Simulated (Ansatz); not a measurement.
`[SiH3][Si@H]1O[C@@H]1Br` + H₂ → `BrC1O[SiH2]1` + SiH₄ at 298.15 K and 1 bar (hydrogenolysis of the Si–Si bond).

Gas-phase electronic energies from Ansatz, PBE0-D4/def2-TZVP geometries. CCSD(T)/CBS adds triple-zeta CCSD(T) − MP2 to the extrapolated MP2 energy (def2 sets, frozen cores). This one scheme is used for every species. For Br outer-core shells are correlated without core-valence functions, which leaves a few kJ/mol of doubt a bond. Scalar relativity is left out up to krypton.

| species | CCSD(T)/CBS energy (Eh) | H − E (kJ/mol) | S (J/(mol·K)) |
| --- | --- | --- | --- |
| `[SiH3][Si@H]1O[C@@H]1Br` | -3267.67848 | 165.7 | 373.4 |
| H₂ | -1.17544 | 35.1 | 130.4 |
| `BrC1O[SiH2]1` | -2977.39659 | 113.9 | 308.5 |
| SiH₄ | -291.46306 | 92.1 | 204.8 |

H − E and S are ideal-gas, rigid-rotor, harmonic terms from PBE0-D4/def2-TZVP, for one conformer and one mirror image of each species. For small species the MP2-based limit differs from directly extrapolated CCSD(T) by up to some mEh (0.8 for H₂); such offsets cancel only in part. 1 Eh = 2625.50 kJ/mol, R = 8.31446 J/(mol·K).

By hand: ΔE, ΔH, ΔS and ΔG.

ΔE = (-2977.39659) + (-291.46306) − (-3267.67848) − (-1.17544) = -0.00573 Eh = -15.0 kJ/mol. Δ(H − E) = 113.9 + 92.1 − 165.7 − 35.1 = 5.2, so ΔH = -9.8 kJ/mol. ΔS = 308.5 + 204.8 − 373.4 − 130.4 = 9.5 J/(mol·K). ΔG = -9.8 − 298.15 × (9.5)/1000 = -12.6 kJ/mol.

By hand: the equilibrium constant, and the temperature at which ΔG would vanish if ΔH and ΔS stayed fixed.

log₁₀ K = −ΔG/(RT ln 10) = 2.2. ΔH and −TΔS have one sign here, so there is no such temperature.

The number of gas molecules stays the same, so ΔS is small and ΔH decides. A doubt of 5 kJ/mol in ΔE shifts log₁₀ K by 0.9 here. Other conformers and mirror images would add mixing entropy, several J/(mol·K) or more a flexible species. These are equilibria of isolated gas molecules and say nothing of rates. Largest T1 diagnostic: 0.013 (customary marks: 0.02 for closed shells, 0.045 for open ones).

ΔS is within the doubt of such terms, so its sign, and with it that verdict, could turn.
